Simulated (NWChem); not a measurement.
System meant: C₄H₅Cl; SMILES C(=C=CCl)C

Input file for NWChem:

```
start job
memory heap 200 mb stack 900 mb global 1100 mb
geometry units angstroms noautosym nocenter noautoz
  C      0.575481     2.718507     0.269575
  C     -0.247151     1.700306    -0.474175
  C     -0.486272     0.464178    -0.075684
  C     -0.730871    -0.762854     0.332033
  Cl     0.288552    -2.136262    -0.068893
  H      0.983084     2.307719     1.212224
  H      1.421871     3.068871    -0.358677
  H     -0.034484     3.615710     0.508415
  H     -0.686232     2.025612    -1.438707
  H     -1.596734    -1.036510     0.956425
end
basis spherical
  * library def2-svp
end
dft
  xc m06-2x
  iterations 150
end
property
  shielding
end
task dft property
```

End of the output:

```
 Vector   26  Occ=0.000000D+00  E= 1.129685D-01
              MO Center= -6.4D-01,  2.2D-01,  5.2D-01, r^2= 8.5D+00
   Bfn.  Coefficient  Atom+Function         Bfn.  Coefficient  Atom+Function
  ----- ------------  ---------------      ----- ------------  ---------------
     3      1.531739   1 C  s                96     -1.390223  10 H  s
    45      1.366488   4 C  s                81     -0.731263   7 H  s
    76     -0.660664   6 H  s                86     -0.626108   8 H  s
    31     -0.607919   3 C  s                17      0.395055   2 C  s
    91     -0.374596   9 H  s                49     -0.347719   4 C  px

 center of mass
 --------------
 x =  -0.01046201 y =  -0.32640931 z =  -0.01935843

 moments of inertia (a.u.)
 ------------------
        1189.713042873758         -10.350179032108          -0.795084138825
         -10.350179032108         117.552985278591          -0.983406727307
          -0.795084138825          -0.983406727307        1235.861128316902

     Multipole analysis of the density
     ---------------------------------

     L   x y z        total         alpha         beta         nuclear
     -   - - -        -----         -----         ----         -------
     0   0 0 0     -0.000000    -23.000000    -23.000000     46.000000

     1   1 0 0     -0.197419      0.222534      0.222534     -0.642486
     1   0 1 0      0.821555      1.936004      1.936004     -3.050452
     1   0 0 1      0.088783      0.026446      0.026446      0.035892

     2   2 0 0    -26.937349    -39.185090    -39.185090     51.432832
     2   1 1 0      1.085308     -8.652174     -8.652174     18.389657
     2   1 0 1     -0.469953     -0.565522     -0.565522      0.661091
     2   0 2 0    -25.446525   -328.848485   -328.848485    632.250444
     2   0 1 1     -1.094100     -0.476371     -0.476371     -0.141358
     2   0 0 2    -27.128322    -26.782195    -26.782195     26.436069

          -----------------------------------------
          Chemical Shielding Tensors (GIAO, in ppm)
          -----------------------------------------

 ------------------------------------------------------------------------
  xm06: d2 not coded                    0
 ------------------------------------------------------------------------
 ------------------------------------------------------------------------
  current input line :
    25: task dft property
 ------------------------------------------------------------------------
 ------------------------------------------------------------------------
 This error has not yet been assigned to a category
 ------------------------------------------------------------------------
 For more information see the NWChem manual at https://nwchemgit.github.io

0: xm06: d2 not coded:Received an Error in Communication
```

Problem. What is wrong, and how is it mended?

Solution. The run crashed. Cause: this functional's second derivatives, which shieldings need, aren't coded here; the fix takes a hybrid GGA instead. This input runs:
```
start job
memory heap 200 mb stack 900 mb global 1100 mb
geometry units angstroms noautosym nocenter noautoz
  C      0.575481     2.718507     0.269575
  C     -0.247151     1.700306    -0.474175
  C     -0.486272     0.464178    -0.075684
  C     -0.730871    -0.762854     0.332033
  Cl     0.288552    -2.136262    -0.068893
  H      0.983084     2.307719     1.212224
  H      1.421871     3.068871    -0.358677
  H     -0.034484     3.615710     0.508415
  H     -0.686232     2.025612    -1.438707
  H     -1.596734    -1.036510     0.956425
end
basis spherical
  C library def2-svp
  Cl library def2-svp
  H library def2-svp
end
dft
  xc pbe0
  iterations 150
end
property
  shielding
end
task dft property
```
It converges to -614.96769 Ha (PBE0/def2-SVP, GIAO).
